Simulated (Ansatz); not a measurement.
`FCN[SiH2][SiH3]`, relaxed with RKS PBE-D4/def2-SVP in Ansatz from a rough embedded geometry. The force threshold is 0.03 eV/Å; the program also tests the step.

Total charge 0; spin multiplicity 1.

Start:

```xyz
13

F    -0.610   -1.680    1.125
C     0.202   -1.974    0.049
N    -0.055   -0.972   -0.953
Si    0.415    0.628   -0.950
Si   -0.376    1.857    0.921
H    -0.085   -2.970   -0.304
H     1.242   -2.018    0.313
H    -1.096   -0.987   -1.154
H     0.035    1.221   -2.165
H     1.937    0.563   -0.854
H     0.079    3.239    0.845
H     0.119    1.260    2.189
H    -1.807    1.834    0.938
```

```json
{"step": "1", "energy (eV)": "-21106.0384", "largest force (eV/Å)": "3.311", "largest move (Å)": "0.000"}
{"step": "2", "energy (eV)": "-21106.4846", "largest force (eV/Å)": "1.512", "largest move (Å)": "0.111"}
{"step": "3", "energy (eV)": "-21106.5935", "largest force (eV/Å)": "0.373", "largest move (Å)": "0.149"}
{"step": "4", "energy (eV)": "-21106.6130", "largest force (eV/Å)": "0.251", "largest move (Å)": "0.045"}
{"step": "5", "energy (eV)": "-21106.6206", "largest force (eV/Å)": "0.040", "largest move (Å)": "0.052"}
{"step": "6", "energy (eV)": "-21106.6220", "largest force (eV/Å)": "0.041", "largest move (Å)": "0.031"}
{"step": "7", "energy (eV)": "-21106.6243", "largest force (eV/Å)": "0.050", "largest move (Å)": "0.101"}
{"step": "8 (rejected)", "energy (eV)": "-21106.6098", "largest force (eV/Å)": "0.330", "largest move (Å)": "0.073"}
{"step": "9", "energy (eV)": "-21106.6257", "largest force (eV/Å)": "0.025", "largest move (Å)": "0.037"}
{"step": "10", "energy (eV)": "-21106.6263", "largest force (eV/Å)": "0.040", "largest move (Å)": "0.061"}
{"step": "11", "energy (eV)": "-21106.6264", "largest force (eV/Å)": "0.030", "largest move (Å)": "0.019"}
```

End:

```xyz
13

F    -0.680   -1.483    1.213
C     0.085   -1.884    0.087
N    -0.074   -1.032   -1.030
Si    0.502    0.648   -0.958
Si   -0.314    1.763    0.957
H    -0.233   -2.921   -0.155
H     1.149   -1.886    0.416
H    -0.973   -1.158   -1.507
H     0.032    1.303   -2.228
H     2.009    0.624   -0.928
H    -0.038    3.245    0.886
H     0.339    1.219    2.198
H    -1.803    1.562    1.049
```

It took 20 s on 4 threads of an Arm Neoverse V1 on a shared host, with 0.17 GiB of host memory at the peak.
